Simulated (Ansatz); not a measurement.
Spectroscopic constants of CsBr, closed-shell singlet (the spin of the measured ground state). No spin–orbit coupling. Br is treated without relativity.

The constants come from a fifth-degree fit in 1/R (seven points, main isotopes). In def2 and cc sets the state is the lowest found near the PBE0 minimum, followed along R. The singlet is held restricted.

Correlated levels freeze the inner cores; with def2 sets outer-core shells near the valence are correlated too.

Codes used: Ansatz (a quantum-chemistry and plane-wave program) with Gaussian orbitals. Values without a source in brackets are computed. In def2 rows elements past Kr take small-core potentials, without spin–orbit coupling.

Quantity: r_e, from seven points a level.

Costs are ratios of core time to PBE/def2-TZVPP (roughly 8 s), for whole runs (searches for the state included, and forces where a run took them) on one shared machine, so rough; each error counts from the measured 3.0723 Å [Huber and Herzberg (1979), NIST Chemistry WebBook].

```tsv
level	basis functions	cost
SVWN5/def2-TZVPP	84	×0.7
PBE0/def2-TZVPP	84	×0.9
B3LYP/def2-TZVPP	84	×1
PBE/def2-TZVPP	84	×1
BHLYP/def2-TZVPP	84	×1
B2PLYP/def2-TZVPP	84	×1
r2SCAN/def2-TZVPP	84	×1
CAM-B3LYP/def2-TZVPP	84	×2
CCSD(T)/def2-TZVPP	84	×3
B97M-V/def2-TZVPP	84	×3
wB97M-V/def2-TZVPP	84	×4
CCSD(T)/def2-QZVPP	151	×10
```

Which is the cheapest listed level whose error stays within 0.005 Å?

none of those listed.

What does the step from CCSD(T)/def2-TZVPP to CCSD(T)/def2-QZVPP cost and buy?

84 to 151 functions, cost ×5 (rough); the error goes from 0.062 to 0.037 Å.

Each error (Å): SVWN5/def2-TZVPP -0.043; PBE0/def2-TZVPP 0.016; B3LYP/def2-TZVPP 0.056; PBE/def2-TZVPP 0.019; BHLYP/def2-TZVPP 0.057; B2PLYP/def2-TZVPP 0.052; r2SCAN/def2-TZVPP 0.035; CAM-B3LYP/def2-TZVPP 0.047; CCSD(T)/def2-TZVPP 0.062; B97M-V/def2-TZVPP 0.061; wB97M-V/def2-TZVPP 0.041; CCSD(T)/def2-QZVPP 0.037.
